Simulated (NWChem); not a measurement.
# Total energies of diiodomethane (CH2I2)

```xyz
5

I      1.8391     0.0000     0.0908
C      0.0000     0.0000    -1.0490
I     -1.8391     0.0000     0.0908
H      0.0000     0.9046    -1.6634
H      0.0000    -0.9046    -1.6634
```
Charge 0, spin multiplicity 1.

Everything below was run with NWChem. All single points use one geometry, from B3LYP/def2-SVP with def2 effective core potentials on I, a minimum by its harmonic frequencies.

Basis set: def2-TZVP (143 functions).

```csv
method,total energy (Ha),relative cost
RHF,-632.35419,1
MP2,-633.52080,3
B2PLYP,-634.35940,5
PBE,-634.65572,under 3
B3LYP,-634.92484,under 3
M06-2X,-634.55526,under 3
```

Total energies of different functionals aren't comparable as a measure of quality: only differences taken within one method are. The cost column gives rough processor time relative to RHF; each entry includes its own SCF.

Effective core potentials replace the inner electrons of I; spin-orbit coupling is left out. The correlated methods keep 9 core orbitals frozen. B3LYP has NWChem's definition, with VWN1-RPA local correlation.
